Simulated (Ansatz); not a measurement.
Isolated molecules relaxed with PBE0-D4/def2-TZVP in Ansatz; ΔE leaves out vibrations. CCSD(T)/CBS is the MP2 limit (def2-TZVPP, def2-QZVPP) plus CCSD(T) − MP2 in def2-TZVPP, frozen cores. DFT in def2-TZVPP. B3LYP here is the variant with VWN-RPA as its local correlation; programs differ in this. For Ga, Ge outer-core shells are correlated without core-valence functions, which leaves a few kJ/mol of doubt a bond. Scalar relativity is left out up to krypton. One conformer a species, not always the lowest.

`C[BH][GeH2][Cl]` + `[CH3][GaH2]` → `C[BH][GaH][CH3]` + `[Cl][GeH3]`  (formal exchange of groups at a B–Ge bond)

```tsv
level	ΔE (kcal/mol)	difference from CCSD(T)/CBS
PBE-D4	4.2	0.0
r2SCAN-D4	4.5	0.3
PBE0-D4	4.5	0.3
B3LYP-D4	4.6	0.4
ωB97X-V	4.9	0.7
ωB97M-V	5.0	0.8
B2PLYP	4.3	0.1
PBE	3.7	-0.5
r2SCAN	4.4	0.2
PBE0	4.2	0.0
B3LYP	3.9	-0.3
HF/def2-TZVPP	4.8	0.6
MP2/def2-TZVPP	4.7	0.5
SCS-MP2/def2-TZVPP	4.4	0.2
CCSD/def2-TZVPP	4.3	0.1
CCSD(T)/def2-TZVPP	4.3	0.1
HF/def2-QZVPP	4.6	0.4
MP2/def2-QZVPP	4.6	0.4
SCS-MP2/def2-QZVPP	4.4	0.2
HF/CBS(def2)	4.6	0.4
MP2/CBS(def2)	4.6	0.4
CCSD/CBS(def2)	4.2	0.0
CCSD(T)/CBS	4.2	0
```

Largest T1 diagnostic among the species: 0.012.
